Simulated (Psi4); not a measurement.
ClTl, charge +1, doublet, geometry from GFN2-xTB of the parent state (such geometries of metal compounds can be far from the true shape) (a state made from the parent by changing its charge; the spin is typed, not shown lowest) (core potentials on Tl); R2SCAN/def2-SVP (Psi4).

Input for Psi4:
```
memory 2 GB

molecule {
1 2
Tl   -0.00000000   -0.00000000   -0.44980442
Cl    0.00000000    0.00000000    2.14318575
}

set {
  basis def2-svp
  reference uks
}

energy('r2scan')
print_variables()
```

Predict the main parts of the log of this Psi4 run.


```
   => Loading Basis Set <=

    Name: DEF2-SVP
    Role: ORBITAL
    Keyword: BASIS

    !!!  WARNING: ECP capability is in beta. Please check occupations closely.  !!!

         ---------------------------------------------------------
                                   SCF
               by Justin Turney, Rob Parrish, Andy Simmonett
                          and Daniel G. A. Smith
                              UKS Reference
         ---------------------------------------------------------

  ==> Geometry <==

    Molecular point group: c2v
    Full point group: C_inf_v

    Geometry (in Angstrom), charge = 1, multiplicity = 2:

       Center              X                  Y                   Z               Mass
    ------------   -----------------  -----------------  -----------------  -----------------
         TL           0.000000000000     0.000000000000    -0.377897189196   204.974427800000
         CL           0.000000000000     0.000000000000     2.215092980804    34.968852682000

  Running in c2v symmetry.

  Rotational constants: A = ************  B =      0.08393  C =      0.08393 [cm^-1]
  Rotational constants: A = ************  B =   2516.18741  C =   2516.18741 [MHz]
  Nuclear repulsion =   72.856529266823259

  Charge       = 1
  Multiplicity = 2
  Electrons    = 37
  Nalpha       = 19
  Nbeta        = 18

  ==> Algorithm <==

  SCF Algorithm Type is DF.
  DIIS enabled.
  MOM disabled.
  Fractional occupation disabled.
  Guess Type is SAD.
  Energy threshold   = 1.00e-06
  Density threshold  = 1.00e-06
  Integral threshold = 1.00e-12

  ==> Primary Basis <==

  Basis Set: DEF2-SVP
    Blend: DEF2-SVP
    Number of shells: 18
    Number of basis functions: 44
    Number of Cartesian functions: 47
    Spherical Harmonics?: true
    Max angular momentum: 2

  Core potential: DEF2-SVP
    Number of shells: 4
    Number of ECP primitives: 26
    Number of ECP core electrons: 60
    Max angular momentum: 3

  ==> DFT Potential <==

   => LibXC <=

    Version 7.1.2
    S. Lehtola, C. Steigemann, M. J. T. Oliveira, and M. A. L. Marques,  SoftwareX 7, 1–5 (2018) (10.1016/j.softx.2017.11.002)

   => Composite Functional: R2SCAN <=

    r2SCAN Meta-GGA XC Functional  (0.1021/acs.jpclett.0c02405)
    J. W. Furness, A. D. Kaplan, J. Ning, J. P. Perdew, J. Sun  J. Phys. Chem. Lett.  11, 8208–8215, 2020

    Deriv               =              1
    GGA                 =           TRUE
    Meta                =           TRUE

    Exchange Hybrid     =          FALSE
    MP2 Hybrid          =          FALSE

   => Exchange Functionals <=

    1.0000   XC_MGGA_X_R2SCAN

   => Correlation Functionals <=

    1.0000   XC_MGGA_C_R2SCAN

   => LibXC Density Thresholds  <==

    XC_MGGA_C_R2SCAN:  1.00E-15
    XC_MGGA_X_R2SCAN:  1.00E-11

   => Molecular Quadrature <=

    Radial Scheme          =       TREUTLER
    Pruning Scheme         =           NONE
    Nuclear Scheme         =       TREUTLER

    Blocking Scheme        =         OCTREE
    BS radius alpha        =              1
    Pruning alpha          =              1
    Radial Points          =             75
    Spherical Points       =            302
    Total Points           =          41595
    Total Blocks           =            408
    Max Points             =            252
    Max Functions          =             44
    Weights Tolerance      =       1.00E-15

   => Loading Basis Set <=

    Name: (DEF2-SVP AUX)
    Role: JKFIT
    Keyword: DF_BASIS_SCF

  ==> Integral Setup <==

  SCF_SUBTYPE=INCORE selected. In-core MEM_DF algorithm will be used.
  Using in-core AOs.

  ==> MemDFJK: Density-Fitted J/K Matrices <==

    J tasked:                   Yes
    K tasked:                    No
    wK tasked:                   No
    Algorithm:                 Core
    Schwarz Cutoff:           1E-12
    Mask sparsity (%):       0.8264
    Fitting Condition:        1E-10

   => Auxiliary Basis Set <=

  Basis Set: (DEF2-SVP AUX)
    Blend: DEF2-UNIVERSAL-JKFIT
[...]

  SCF Guess: Superposition of Atomic Densities via on-the-fly atomic UHF (no occupation information).

   -------------------------
    Irrep   Nso     Nmo
   -------------------------
     A1        21      21
     A2         3       3
     B1        10      10
     B2        10      10
   -------------------------
    Total      44      44
   -------------------------

  ==> Iterations <==

                           Total Energy        Delta E     RMS |[F,P]|

   @DF-UKS iter SAD:  -631.58157209683839   -6.31582e+02   0.00000e+00
   @DF-UKS iter   1:  -632.32127786068042   -7.39706e-01   7.62002e-03 DIIS/ADIIS
   @DF-UKS iter   2:  -632.33290658062128   -1.16287e-02   5.29315e-03 DIIS/ADIIS
   @DF-UKS iter   3:  -632.34124805512920   -8.34147e-03   8.49232e-04 DIIS/ADIIS
   @DF-UKS iter   4:  -632.34147709576246   -2.29041e-04   4.54183e-04 DIIS/ADIIS
   @DF-UKS iter   5:  -632.34157912963121   -1.02034e-04   1.71954e-04 DIIS/ADIIS
   @DF-UKS iter   6:  -632.34159431675084   -1.51871e-05   1.20900e-05 DIIS
   @DF-UKS iter   7:  -632.34159440805638   -9.13055e-08   2.49377e-06 DIIS
   @DF-UKS iter   8:  -632.34159441070858   -2.65220e-09   6.97417e-07 DIIS
  Energy and wave function converged.

  ==> Post-Iterations <==

   Electrons on quadrature grid:
      Nalpha   =   19.0000018762 ; deviation = 1.876e-06
      Nbeta    =   18.0000018257 ; deviation = 1.826e-06
      Ntotal   =   37.0000037019 ; deviation = 3.702e-06

   @Spin Contamination Metric:   7.875091981E-03
   @S^2 Expected:                7.500000000E-01
   @S^2 Observed:                7.578750920E-01
   @S   Expected:                5.000000000E-01
   @S   Observed:                5.000000000E-01

    Orbital Energies [Eh]
    ---------------------

    Alpha Occupied:

[...]
       4B2    -0.514377

    Alpha Virtual:

[...]
      21A1    56.654068

    Beta Occupied:

[...]
    Beta Virtual:

[...]
    Final Occupation by Irrep:
             A1    A2    B1    B2
    DOCC [     9,    1,    4,    4 ]
    SOCC [     1,    0,    0,    0 ]
    NA   [    10,    1,    4,    4 ]
    NB   [     9,    1,    4,    4 ]

  @DF-UKS Final Energy:  -632.34159441070858

   => Energetics <=

    Nuclear Repulsion Energy =             72.8565292668232587
    One-Electron Energy =               -1072.9165712147537306
    Two-Electron Energy =                 410.7190663377770079
    DFT Exchange-Correlation Energy =     -43.0006188005551238
    Empirical Dispersion Energy =           0.0000000000000000
    VV10 Nonlocal Energy =                  0.0000000000000000
    Total Energy =                       -632.3415944107085807

  UHF NO Occupations:
  HONO-2 :    8 A1 1.9991974
  HONO-1 :    9 A1 1.9971211
  HONO-0 :   10 A1 1.0000000
  LUNO+0 :   11 A1 0.0028789
  LUNO+1 :   12 A1 0.0008026
  LUNO+2 :    5 B1 0.0000988
  LUNO+3 :    5 B2 0.0000988

Computation Completed

Properties will be evaluated at   0.000000,   0.000000,   0.000000 [a0]

Properties computed using the SCF density matrix

 Multipole Moments:

 ------------------------------------------------------------------------------------
     Multipole            Electronic (a.u.)      Nuclear  (a.u.)        Total (a.u.)
 ------------------------------------------------------------------------------------

 L = 1.  Multiply by 2.5417464519 to convert [e a0] to [Debye]
 Dipole X            :          0.0000000            0.0000000            0.0000000
 Dipole Y            :          0.0000000            0.0000000            0.0000000
 Dipole Z            :        -56.6644603           56.1640583           -0.5004020
 Magnitude           :                                                    0.5004020

 ------------------------------------------------------------------------------------

  Variable Map:
  ----------------------------------------------------------------------------
[...]
  Array Variable Map:
  ----------------------------------------------------------------------------
[...]
[...]
```
